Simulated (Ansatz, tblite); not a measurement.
Cost and result up the ladder for the cluster SnBi2 (3 atoms). Charge 0, multiplicity 1. Geometry: PBE0-D4/def2-SVP.

```tsv
atom	x (Å)	y (Å)	z (Å)
Bi1	1.141	-1.174	0.178
Bi2	-0.527	0.803	1.337
Sn3	-0.614	0.371	-1.515
```

Ansatz on 4 threads of Arm Neoverse V2 on a shared host; xTB runs through tblite on one thread. Times are rough, summed over both states, and most runs start from the orbitals of an earlier one. PBE0-D4/def2-TZVP serves as the yardstick here, not as an exact answer. The other state is a doublet.

In the def2 sets Bi, Sn take a core potential; there is no spin–orbit coupling. The xTB rows come from tblite. The structure comes from a short search, and lower isomers may exist.

Raw xTB energies of ions are shifted by several eV.

```tsv
level	functions	wall time
GFN1-xTB	17	0.003 s
GFN2-xTB	17	0.005 s
PBE-D4/def2-TZVP	150	4 s
PBE0-D4/def2-TZVP	150	11 s
r2SCAN-D4/def2-TZVP (with forces)	150	20 s
```

Problem. Estimate what each level gives for the vertical IE (eV).

Solution. 
```tsv
level	vertical IE (eV)	difference from PBE0-D4/def2-TZVP (eV)
GFN1-xTB	10.81	3.49
GFN2-xTB	10.99	3.67
PBE-D4/def2-TZVP	7.23	-0.09
PBE0-D4/def2-TZVP	7.32	0.00
r2SCAN-D4/def2-TZVP (with forces)	7.28	-0.04
```
